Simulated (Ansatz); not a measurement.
A nudged elastic band was laid between two geometries of ClH6NSi2 (10 atoms, charge 0, multiplicity 1).

Computed with RKS r2SCAN-D4/def2-SVP in Ansatz.

```json
{
  "movable images": "8",
  "climbing image": "no",
  "spring": "5.0 eV/Å²",
  "optimiser": "quadratic models (default)",
  "start path": "IDPP",
  "force threshold": "0.05 eV/Å",
  "iteration limit": "60",
  "end points": "relaxed"
}
```

Initial state:

```xyz
10
Properties=species:S:1:pos:R:3
N -0.471 1.659 -0.476
Si -0.079 0.025 -0.844
Si 0.679 -1.032 1.098
Cl -1.701 -1.149 -1.503
H -1.047 1.870 0.334
H -0.664 2.315 -1.228
H 0.887 0.050 -1.976
H 0.916 -2.485 0.844
H -0.378 -0.893 2.148
H 1.941 -0.410 1.606
```

Final state:

```xyz
10
Properties=species:S:1:pos:R:3
N 0.662 1.438 -0.850
Si -0.401 0.090 -0.735
Si 0.182 -1.190 1.132
Cl -2.430 0.584 -0.440
H 0.844 2.012 -0.032
H 0.664 2.009 -1.692
H -0.344 -0.625 -2.040
H 1.559 -1.757 1.001
H -0.793 -2.306 1.321
H 0.141 -0.305 2.338
```

**Question.** Which bonds break or form, and what moves?

**Answer.** No bond is made or broken. The dihedral Cl4–Si2–Si3–H8 goes from 52 to 173°. The two ends are copies of one structure, up to a mirror image or an exchange of like atoms.

**Question.** Give the energies along the band, and the barrier.

**Answer.** The forces met the threshold. The highest image is number 4 of 0 to 9, 0.054 eV above the ends, which have the same energy within 2 meV. No image climbed, so the highest image needn't sit at the top of the path.

| image | path coordinate (Å) | energy (eV) | dihedral Cl4–Si2–Si3–H8 (°) |
| --- | --- | --- | --- |
| 0 | 0.00 | 0.000 | 52 |
| 1 | 0.48 | 0.007 | 65 |
| 2 | 0.96 | 0.023 | 78 |
| 3 | 1.44 | 0.042 | 91 |
| 4 | 1.93 | 0.054 | 105 |
| 5 | 2.41 | 0.054 | 119 |
| 6 | 2.89 | 0.041 | 133 |
| 7 | 3.37 | 0.022 | 147 |
| 8 | 3.85 | 0.006 | 160 |
| 9 | 4.34 | 0.000 | 173 |

**Question.** What is the geometry of the highest image?

**Answer.** 
```xyz
10
Properties=species:S:1:pos:R:3
N 0.188 1.658 -0.688
Si -0.281 0.005 -0.794
Si 0.419 -1.135 1.140
Cl -2.355 -0.326 -0.954
H 0.019 2.179 0.168
H 0.078 2.261 -1.499
H 0.293 -0.528 -2.060
H 1.152 -2.382 0.762
H -0.764 -1.506 1.973
H 1.335 -0.277 1.956
```

Time of the run: 110 s on 2 threads of AMD EPYC 7B13 (Zen 3), on a shared host, peak memory 0.18 GiB.
